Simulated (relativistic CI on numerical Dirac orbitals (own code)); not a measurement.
**Crystal-field levels of Ta³⁺, 5d2**

Calculated by Dirac-Coulomb-Breit CI, separate exchange-only KLI orbitals for each configuration, model QED, valence Slater integrals scaled by 0.75, one configuration in a parametric crystal field (own radial code).

Field parameters in Wybourne normalisation: D4h B²₀ = −7Ds, B⁴₀ = 21(Dq − Dt), B⁴₄ = 21√(5/14) Dq. The field is a parameter set, without covalency.

S is read from ⟨S²⟩ = S(S + 1).

Levels (cm⁻¹, degeneracy): 0 (1), 256 (2), 1015 (1), 1139 (1), 3196 (2), 3736 (1), 4156 (1), 9135 (1), 9302 (1), 10591 (2), 11024 (1), 21353 (1).

Question: Which field gives this pattern?
A. D4h, 10Dq = 43800, Ds = 1770, Dt = 270 cm⁻¹
B. D4h, 10Dq = 43800, Ds = 950, Dt = 270 cm⁻¹
C. D4h, 10Dq = 43800, Ds = -680, Dt = 270 cm⁻¹
D. D4h, 10Dq = 43800, Ds = -1500, Dt = 270 cm⁻¹

Answer: B. D4h, 10Dq = 43800, Ds = 950, Dt = 270 cm⁻¹, ground level with S = 0.98.
